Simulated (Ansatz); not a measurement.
`OC(F)[TeH]` + PH₃ → `P[TeH]` + `OCF` at 298.15 K and 1 bar (ligand exchange at a Te–C bond).

Program: Ansatz. Geometries: PBE0-D4/def2-TZVP. ΔE: electronic, gas phase. CBS: MP2 limit from def2 TZ/QZ plus the TZ coupled-cluster correction, frozen cores. This one scheme is used for every species. def2 core potentials past Kr. For Te outer-core shells are correlated without core-valence functions, which leaves a few kJ/mol of doubt a bond. One conformer a species, not always the lowest.

| species | CCSD(T)/CBS energy (Eh) | H − E (kJ/mol) | S (J/(mol·K)) |
| --- | --- | --- | --- |
| `OC(F)[TeH]` | -482.52376 | 124.9 | 321.8 |
| PH₃ | -342.72256 | 73.1 | 210.2 |
| `P[TeH]` | -610.46278 | 77.5 | 290.3 |
| `OCF` | -214.81254 | 130.4 | 256.5 |

H − E and S are ideal-gas, rigid-rotor, harmonic terms from PBE0-D4/def2-TZVP, for one conformer and one mirror image of each species. 1 Eh = 2625.50 kJ/mol, R = 8.31446 J/(mol·K).

Task: By hand: ΔE, ΔH, ΔS and ΔG.

Result: ΔE = (-610.46278) + (-214.81254) − (-482.52376) − (-342.72256) = -0.02900 Eh = -76.1 kJ/mol. Δ(H − E) = 77.5 + 130.4 − 124.9 − 73.1 = 9.9, so ΔH = -66.2 kJ/mol. ΔS = 290.3 + 256.5 − 321.8 − 210.2 = 14.8 J/(mol·K). ΔG = -66.2 − 298.15 × (14.8)/1000 = -70.6 kJ/mol.

Task: By hand: the equilibrium constant, and the temperature at which ΔG would vanish if ΔH and ΔS stayed fixed.

Result: log₁₀ K = −ΔG/(RT ln 10) = 12.4. ΔH and −TΔS have one sign here, so there is no such temperature.

The number of gas molecules stays the same, so ΔS is small and ΔH decides. A doubt of 5 kJ/mol in ΔE shifts log₁₀ K by 0.9 here. Other conformers and mirror images would add mixing entropy, several J/(mol·K) or more a flexible species. These are equilibria of isolated gas molecules and say nothing of rates. Largest T1 diagnostic: 0.013 (customary marks: 0.02 for closed shells, 0.045 for open ones).
